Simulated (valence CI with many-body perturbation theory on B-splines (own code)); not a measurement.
Values are calculated unless marked as measured or tabulated.
Co XXIII: what each term of the Hamiltonian does

Method: relativistic CI+MBPT: three valence electrons over a frozen Dirac-Fock core [He], radial functions for each j: 11 s, 11 p, 9 d, 7 f, 5 g, 2 h, 1 i, with the one-electron correlation potential Σ1 (screened to all orders), the two-electron term Σ2, the three-electron term Σ3, Breit, model QED; selected single and double excitations, second order for the rest (own B-spline code, finite nucleus).

No measured spectrum was set against this ion. As an estimate, levels of excited configurations hold to 0.05 to 0.15 % of their energy, terms of the ground configuration to about 0.5 %.

Each rung adds one term. CI alone is the Dirac-Coulomb CI over the frozen core; QED comes last and gives the full result, which names the levels. Energies are above 2s²2p ²P°_1/2 on the same rung, in eV.

Names give the largest LS component (configuration and term), which can be under half, so a name can repeat, a term be missing and a line seem to break the LS rules; names also repeat where a configuration has a term twice.

| Level | CI alone | + Σ1 | + Σ2 | + Σ3 | + Breit | Full |
| --- | --- | --- | --- | --- | --- | --- |
| 2s²2p ²P°_3/2 | 17.8 | 17.8 | 17.8 | 17.8 | 17.3 | 17.3 |
| 2s2p² ⁴P_1/2 | 53.6 | 53.5 | 53.5 | 53.5 | 53.9 | 53.4 |
| 2s2p² ⁴P_3/2 | 62.3 | 62.2 | 62.2 | 62.2 | 62.2 | 61.8 |
| 2s2p² ⁴P_5/2 | 70.4 | 70.3 | 70.3 | 70.3 | 69.8 | 69.3 |
| 2s2p² ²D_3/2 | 98.7 | 98.5 | 98.4 | 98.4 | 98.2 | 97.8 |
| 2s2p² ²D_5/2 | 102.7 | 102.6 | 102.5 | 102.5 | 102.0 | 101.6 |
| 2s2p² ²P_1/2 | 112.6 | 112.5 | 112.3 | 112.2 | 112.5 | 112.1 |
| 2s2p² ²S_1/2 | 131.3 | 131.2 | 131.1 | 131.0 | 130.8 | 130.4 |
| 2s2p² ²P_3/2 | 133.5 | 133.4 | 133.1 | 133.0 | 132.5 | 132.1 |
| 2p³ ⁴S°_3/2 | 167.3 | 167.0 | 166.7 | 166.6 | 166.9 | 165.9 |
| 2p³ ²D°_3/2 | 185.6 | 185.2 | 185.0 | 184.9 | 185.2 | 184.3 |
| 2p³ ²D°_5/2 | 190.8 | 190.4 | 190.2 | 190.1 | 189.8 | 188.9 |
| 2p³ ²P°_1/2 | 208.7 | 208.4 | 208.1 | 208.1 | 208.3 | 207.4 |
| 2p³ ²P°_3/2 | 218.3 | 218.0 | 217.8 | 217.7 | 217.4 | 216.5 |
| 2s²3s ²S_1/2 | 1097.9 | 1098.2 | 1098.2 | 1098.1 | 1097.2 | 1097.3 |
| 2s²3p ²P°_1/2 | 1121.3 | 1121.6 | 1121.5 | 1121.5 | 1120.7 | 1120.7 |
| 2s²3p ²P°_3/2 | 1126.3 | 1126.6 | 1126.5 | 1126.5 | 1125.5 | 1125.5 |
| 2s2p3s ⁴P°_1/2 | 1144.6 | 1144.8 | 1144.7 | 1144.7 | 1144.3 | 1144.0 |
| 2s²3d ²D_3/2 | 1147.7 | 1148.0 | 1147.9 | 1147.9 | 1146.8 | 1146.8 |

Problem. How does the ionisation energy move along the ladder, and which term matters most?

Solution. CI alone 1962.1, + Σ1 1962.4, + Σ2 1962.4, + Σ3 1962.3, + Breit 1961.2, + QED 1961.2 eV. The largest step is Breit, -1.2 eV. NIST lists 1960.8 ± 0.8 eV (semi-empirical).
